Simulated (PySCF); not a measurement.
C5H9BO2.
SMILES: `OB(O)[C@@H]1C[C@@H]2C[C@@H]21`

Torsions of this conformer, `[OH:1][B:2]([OH:3])[C@@H:4]1[CH2:5][C@@H:6]2[CH2:7][C@H:8]12`: O1–B2–C4–C5 3°, H–O1–B2–O3 0°, H–O3–B2–O1 179°.

The closed-shell ground state was solved at several levels (PySCF, density fitting, gas phase, non-relativistic). The structure is a single PBE0-D3(BJ)/def2-SVP conformer in the gas phase; no vibrational or solvent corrections.

```csv
level,basis functions,total energy (Eh),HOMO (eV),LUMO (eV),gap (eV),dipole (D)
PBE0/pcSseg-1,181,-370.8344,-7.18,1.00,8.18,1.57
B3LYP/pcSseg-1,181,-371.2679,-6.96,0.64,7.60,1.57
B3LYP/def2-SVPD,238,-371.0597,-7.00,-0.20,6.80,1.48
```

(1) What might B3LYP/pcJ-1 (306 basis functions) give for the same quantities?

(2) Over all these levels, which gives the widest orbital gap and which the narrowest?

(3) How much does the basis alone move the frontier levels among the 3 B3LYP rows (the withheld one included)?

(4) How far do the dipole and the HOMO energy spread over the levels?

Results:

(1) Total energy -371.3216 Eh, HOMO -6.94 eV, LUMO 0.65 eV, gap 7.59 eV, dipole 1.60 D.

(2) PBE0/pcSseg-1 (global hybrid, 25 % exact exchange) has the widest, 8.18 eV, and B3LYP/def2-SVPD (global hybrid, 20 % exact exchange) the narrowest, 6.80 eV. Functional and basis both differ between the two, so the spread mixes both effects.

(3) The HOMO by 0.06 eV and the LUMO by 0.85 eV. By rising basis size (HOMO, LUMO in eV): pcSseg-1 -6.96, 0.64; def2-SVPD -7.00, -0.20; pcJ-1 -6.94, 0.65.

(4) The dipole runs from 1.48 to 1.60 D (mean 1.56 D) and the HOMO from -7.18 to -6.94 eV.
